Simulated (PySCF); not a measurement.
Mo(NH)(S)(Cl)2 (Cl2HMoNS), SMILES [Cl][Mo](=[NH])([Cl])=[S], multiplicity 1.

Geometry: PBE-D3(BJ)/def2-SVP. The multiplicity is an assumed one; no other spin state was optimised. The structure was generated by enumeration; whether it is a known compound was not checked. The def2 effective core potentials stand for the cores of Mo; spin–orbit coupling is left out.

Calculation: PBE-D3(BJ)/def2-SVP in PySCF.

Frequencies are harmonic and unscaled.

```csv
mode,ν (cm⁻¹),IR (km/mol),moving atoms (share of kinetic energy)
1,108,0.2,"Cl 81 %, Mo 14 %"
2,142,0.1,"S 54 %, Cl 36 %, Mo 9 %"
3,151,0.2,"Cl 38 %, Mo 31 %, S 24 %"
4,211,5.4,"N 56 %, Cl 20 %, H 19 %"
5,251,11.0,"N 50 %, S 19 %, H 18 %, Cl 8 %"
6,386,17.0,"Cl 77 %, Mo 15 %"
7,420,33.7,"Cl 59 %, Mo 37 %"
8,515,221.9,"H 66 %, N 23 %"
9,560,7.7,"S 66 %, Mo 24 %, H 9 %"
10,581,110.0,"H 73 %, N 22 %"
11,984,65.8,"N 78 %, Mo 14 %"
12,3488,195.7,H 93 %
```
